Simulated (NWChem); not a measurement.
System: C4H7F; SMILES [C@@H](C=C)(C)F

NWChem printed, in part:

```
             Northwest Computational Chemistry Package (NWChem) 7.3.0
             --------------------------------------------------------

 C1  symmetry detected

                             Geometry "geometry" -> ""
                             -------------------------

 Output coordinates in angstroms (scale by  1.889725989 to convert to a.u.)

  No.       Tag          Charge          X              Y              Z
 ---- ---------------- ---------- -------------- -------------- --------------
    1 C                    6.0000     0.01862135     1.92881060     0.26768827
    2 C                    6.0000    -0.60592938     0.88104538    -0.26630867
    3 C                    6.0000     0.00782698    -0.47638847    -0.42349181
    4 C                    6.0000    -0.74887957    -1.55677191     0.32387293
    5 F                    9.0000     1.31284738    -0.46175841     0.02131301
    6 H                    1.0000     1.04870874     1.84232865     0.62242107
    7 H                    1.0000    -0.47736004     2.89774492     0.36251339
    8 H                    1.0000    -1.63735632     0.97106468    -0.62766684
    9 H                    1.0000     0.03752953    -0.72926947    -1.50162836
   10 H                    1.0000    -0.26328811    -2.53248460     0.17798568
   11 H                    1.0000    -1.78625676    -1.62663767    -0.03551382
   12 H                    1.0000    -0.76743973    -1.32709438     1.39950748

 Effective nuclear repulsion energy (a.u.)     176.3925092758

  xc_inp: hfexch multiplicative factor not found.

                                 NWChem DFT Module
                                 -----------------

 Summary of "ao basis" -> "ao basis" (spherical)
 ------------------------------------------------------------------------------
       Tag                 Description            Shells   Functions and Types
 ---------------- ------------------------------  ------  ---------------------
 C                         def2-tzvp                11       31   5s3p2d1f
 F                         def2-tzvp                11       31   5s3p2d1f
 H                         def2-tzvp                 4        6   3s1p

            General Information
            -------------------
          SCF calculation type: DFT
          Wavefunction type:  closed shell.
          No. of atoms     :    12
          No. of electrons :    40
           Alpha electrons :    20
            Beta electrons :    20
          Charge           :     0
          Spin multiplicity:     1
          Use of symmetry is: off; symmetry adaption is: off
          Maximum number of iterations: 150
          AO basis - number of functions:   197
                     number of shells:    83
          Convergence on energy requested:  1.00D-06
          Convergence on density requested:  1.00D-05
          Convergence on gradient requested:  5.00D-04

              XC Information
              --------------
                     Hartree-Fock (Exact) Exchange  1.000

      Superposition of Atomic Density Guess
      -------------------------------------

 Sum of atomic energies:        -253.60205558

      Non-variational initial energy
      ------------------------------

 Total energy =    -256.429771
 1-e energy   =    -694.136601
 2-e energy   =     261.314321
 HOMO         =      -0.317106
 LUMO         =       0.002127

------------------------------------------------------------
EAF file 0: "./job.aoints.0" size=894435328 bytes
------------------------------------------------------------
               write      read    awrite     aread      wait
               -----      ----    ------     -----      ----
     calls:     1706         0         0         0         0
   data(b): 8.94e+08  0.00e+00  0.00e+00  0.00e+00
   time(s): 0.00e+00  0.00e+00  0.00e+00  0.00e+00  0.00e+00
rate(mb/s): 0.00e+00  0.00e+00
------------------------------------------------------------

     ---------------------------------------------
      Total Density - Mulliken Population Analysis
     ---------------------------------------------

    Atom       Charge   Shell Charges
 -----------   ------   -------------------------------------------------------
    1 C    6     6.40   0.86  1.12  0.57  0.65  0.12  1.24  1.31  0.46  0.01  0.03  0.01
    2 C    6     6.15   0.86  1.12  0.57  0.61  0.08  1.20  1.28  0.35  0.02  0.05  0.01
    3 C    6     5.64   0.86  1.12  0.52  0.63  0.07  1.01  1.09  0.16  0.03  0.14  0.01
    4 C    6     6.52   0.86  1.12  0.56  0.66  0.13  1.27  1.42  0.45  0.01  0.03  0.00
    5 F    9     9.39   0.77  1.20  0.61  1.00  0.32  2.33  2.31  0.83  0.00  0.01  0.00
    6 H    1     0.84   0.24  0.45  0.13  0.02
    7 H    1     0.84   0.24  0.45  0.13  0.02
    8 H    1     0.84   0.24  0.45  0.13  0.02
    9 H    1     0.89   0.25  0.47  0.16  0.02
   10 H    1     0.83   0.24  0.44  0.13  0.02
   11 H    1     0.82   0.24  0.44  0.13  0.02
   12 H    1     0.84   0.24  0.44  0.13  0.02

   convergence    iter        energy       DeltaE   RMS-Dens  Diis-err
 ---------------- ----- ----------------- --------- --------- ---------
 d= 0,ls=0.0,diis     1   -254.9875292582 -4.31D+02  2.40D-03  5.31D-01
 d= 0,ls=0.0,diis     2   -255.0513365769 -6.38D-02  7.92D-04  1.27D-01
 d= 0,ls=0.0,diis     3   -255.0623609496 -1.10D-02  3.62D-04  1.05D-02
 d= 0,ls=0.0,diis     4   -255.0637696140 -1.41D-03  8.09D-05  3.77D-04
 d= 0,ls=0.0,diis     5   -255.0638260246 -5.64D-05  2.96D-05  2.14D-05
  Resetting Diis
 d= 0,ls=0.0,diis     6   -255.0638307228 -4.70D-06  1.03D-05  1.98D-06
 d= 0,ls=0.0,diis     7   -255.0638312150 -4.92D-07  2.27D-06  1.78D-07

         Total DFT energy =     -255.063831214984
      One electron energy =     -698.283980779641
           Coulomb energy =      300.147806114860
    Exchange-Corr. energy =      -33.320165826019
 Nuclear repulsion energy =      176.392509275816

 Numeric. integr. density =        0.000000000000

                       DFT Final Molecular Orbital Analysis
                       ------------------------------------

 Vector   18  Occ=2.000000D+00  E=-5.123942D-01
              MO Center= -8.9D-02, -6.2D-01, -5.4D-02, r^2= 2.7D+00
   Bfn.  Coefficient  Atom+Function         Bfn.  Coefficient  Atom+Function
  ----- ------------  ---------------      ----- ------------  ---------------
   132     -0.195477   5 F  pz               70      0.187787   3 C  pz
   101     -0.175361   4 C  pz              135     -0.170687   5 F  pz
    73      0.158471   3 C  pz              104     -0.154600   4 C  pz
   175     -0.153220   9 H  s               193     -0.129537  12 H  s
    99      0.124499   4 C  px               69     -0.122807   3 C  py

 Vector   19  Occ=2.000000D+00  E=-4.842002D-01
              MO Center= -2.2D-01,  1.1D-01, -9.5D-02, r^2= 3.6D+00
   Bfn.  Coefficient  Atom+Function         Bfn.  Coefficient  Atom+Function
  ----- ------------  ---------------      ----- ------------  ---------------
    69      0.200768   3 C  py               38     -0.177421   2 C  py
    72      0.169161   3 C  py               41     -0.164113   2 C  py
   163      0.132797   7 H  s               131     -0.127734   5 F  py
   100     -0.126704   4 C  py              175     -0.124050   9 H  s
    37      0.121302   2 C  px              181      0.121437  10 H  s

 Vector   20  Occ=2.000000D+00  E=-3.702177D-01
              MO Center= -2.7D-01,  1.2D+00, -2.1D-02, r^2= 2.1D+00
   Bfn.  Coefficient  Atom+Function         Bfn.  Coefficient  Atom+Function
  ----- ------------  ---------------      ----- ------------  ---------------
     8      0.239917   1 C  pz               11      0.234656   1 C  pz
    39      0.230512   2 C  pz               42      0.225896   2 C  pz
    45      0.159712   2 C  pz               14      0.154277   1 C  pz
     6     -0.088824   1 C  px                9     -0.089027   1 C  px
    40     -0.087572   2 C  px              175      0.088009   9 H  s

 Vector   21  Occ=0.000000D+00  E= 1.346139D-01
              MO Center= -7.3D-01, -3.2D-01, -2.7D-01, r^2= 7.8D+00
   Bfn.  Coefficient  Atom+Function         Bfn.  Coefficient  Atom+Function
  ----- ------------  ---------------      ----- ------------  ---------------
    98      3.369476   4 C  s                67      1.468396   3 C  s
   188     -1.410100  11 H  s               182     -1.376014  10 H  s
   176     -1.246485   9 H  s               170     -0.996396   8 H  s
   194     -0.972151  12 H  s                44      0.626174   2 C  py
    14      0.579425   1 C  pz               45     -0.572196   2 C  pz

 Vector   22  Occ=0.000000D+00  E= 1.540364D-01
              MO Center= -1.0D+00,  7.5D-01, -4.2D-01, r^2= 6.0D+00
   Bfn.  Coefficient  Atom+Function         Bfn.  Coefficient  Atom+Function
  ----- ------------  ---------------      ----- ------------  ---------------
    67      2.115856   3 C  s               170     -1.752783   8 H  s
    98      1.519149   4 C  s               188     -1.279093  11 H  s
    43     -1.264507   2 C  px              176     -1.112120   9 H  s
   194     -0.656550  12 H  s               105     -0.523440   4 C  px
    36      0.499500   2 C  s                76     -0.495326   3 C  pz

 Vector   23  Occ=0.000000D+00  E= 1.800061D-01
              MO Center= -8.9D-01, -2.9D-01,  4.0D-01, r^2= 1.1D+01
   Bfn.  Coefficient  Atom+Function         Bfn.  Coefficient  Atom+Function
  ----- ------------  ---------------      ----- ------------  ---------------
    98      6.641546   4 C  s                67     -4.578420   3 C  s
   194     -2.247498  12 H  s                 5     -1.583242   1 C  s
   182     -1.488435  10 H  s               164      1.436654   7 H  s
   170      1.410598   8 H  s               176      1.366873   9 H  s
   188     -1.361990  11 H  s                43      0.788910   2 C  px

------------------------------------------------------------
EAF file 0: "./job.aoints.0" size=1173356544 bytes
------------------------------------------------------------
               write      read    awrite     aread      wait
               -----      ----    ------     -----      ----
     calls:     2238         6         0     13422     13422
   data(b): 1.17e+09  3.15e+06  0.00e+00  7.04e+09
   time(s): 0.00e+00  0.00e+00  0.00e+00  0.00e+00  0.00e+00
rate(mb/s): 0.00e+00  0.00e+00
------------------------------------------------------------

     ---------------------------------------------
      Total Density - Mulliken Population Analysis
     ---------------------------------------------

    Atom       Charge   Shell Charges
 -----------   ------   -------------------------------------------------------
    1 C    6     6.27   0.85  1.12  0.50  0.60  0.13  1.23  1.30  0.46  0.02  0.05  0.01
    2 C    6     6.21   0.86  1.12  0.50  0.59  0.09  1.23  1.34  0.38  0.02  0.07  0.01
    3 C    6     5.70   0.85  1.12  0.48  0.63 -0.03  1.18  1.19  0.06  0.04  0.16  0.02
    4 C    6     6.32   0.85  1.12  0.47  0.67  0.08  1.25  1.39  0.39  0.02  0.05  0.00
    5 F    9     9.32   0.77  1.20  0.59  1.01  0.35  2.24  2.27  0.86  0.00  0.01  0.00
    6 H    1     0.85   0.26  0.48  0.08  0.02
    7 H    1     0.87   0.26  0.49  0.09  0.02
    8 H    1     0.88   0.26  0.50  0.09  0.02
    9 H    1     0.93   0.27  0.51  0.13  0.02
   10 H    1     0.88   0.26  0.49  0.10  0.02
   11 H    1     0.90   0.26  0.50  0.12  0.02
   12 H    1     0.89   0.26  0.49  0.11  0.02

     -------------------------------------------
      Total Density - Lowdin Population Analysis
     -------------------------------------------

    Atom       Charge   Shell Charges
 -----------   ------   -------------------------------------------------------
    1 C    6     6.19   0.91  1.04  0.36  0.36  0.18  1.07  1.35  0.64  0.03  0.23  0.03
    2 C    6     6.18   0.91  1.04  0.34  0.33  0.17  1.07  1.30  0.59  0.03  0.36  0.04
    3 C    6     6.32   0.91  1.04  0.34  0.31  0.16  1.04  1.25  0.47  0.06  0.64  0.11
    4 C    6     6.26   0.91  1.04  0.36  0.35  0.17  1.10  1.43  0.61  0.02  0.24  0.02
    5 F    9     8.93   0.86  1.10  0.59  0.70  0.36  2.12  2.22  0.95  0.00  0.03  0.00
    6 H    1     0.87   0.25  0.40  0.16  0.06
    7 H    1     0.88   0.25  0.40  0.16  0.06
    8 H    1     0.86   0.25  0.39  0.16  0.06
    9 H    1     0.86   0.26  0.40  0.15  0.05
   10 H    1     0.88   0.26  0.41  0.16  0.06
   11 H    1     0.88   0.25  0.41  0.16  0.06
   12 H    1     0.88   0.25  0.40  0.16  0.06

     Multipole analysis of the density
     ---------------------------------

     L   x y z        total         alpha         beta         nuclear
     -   - - -        -----         -----         ----         -------
     0   0 0 0     -0.000000    -20.000000    -20.000000     40.000000

     1   1 0 0     -0.716835     -0.358418     -0.358418      0.000000
     1   0 1 0     -0.080478     -0.040239     -0.040239      0.000000
     1   0 0 1     -0.198467     -0.099233     -0.099233     -0.000000

     2   2 0 0    -23.907422    -63.629499    -63.629499    103.351575
     2   1 1 0      0.682078     -3.321707     -3.321707      7.325491
     2   1 0 1      0.727028      0.062889      0.062889      0.601250
     2   0 2 0    -21.628887   -133.815669   -133.815669    246.002452
     2   0 1 1      0.868331      0.042466      0.042466      0.783400
     2   0 0 2    -23.280995    -25.432349    -25.432349     27.583703
```

Level: Hartree-Fock/def2-TZVP. The geometry was optimised at PBE0/def2-SVP.

**Question.** Write an input that gives this output.

**Answer.** One answer among several that fit: the input that was run:
```
start job
memory heap 200 mb stack 900 mb global 1100 mb
geometry units angstroms noautoz
  C      0.046265     1.934914     0.264844
  C     -0.577711     0.894643    -0.284263
  C      0.013340    -0.476719    -0.402817
  C     -0.795914    -1.533347     0.323153
  F      1.299029    -0.484253     0.095270
  H      1.058886     1.831002     0.662582
  H     -0.432735     2.914798     0.329724
  H     -1.591324     1.002049    -0.688710
  H      0.081940    -0.741530    -1.476306
  H     -0.325340    -2.520333     0.206894
  H     -1.818909    -1.585640    -0.078018
  H     -0.853768    -1.291989     1.394827
end
basis spherical
  * library def2-tzvp
end
dft
  xc hfexch
  iterations 150
  semidirect filesize 400000000
  mulliken
end
task dft energy
```
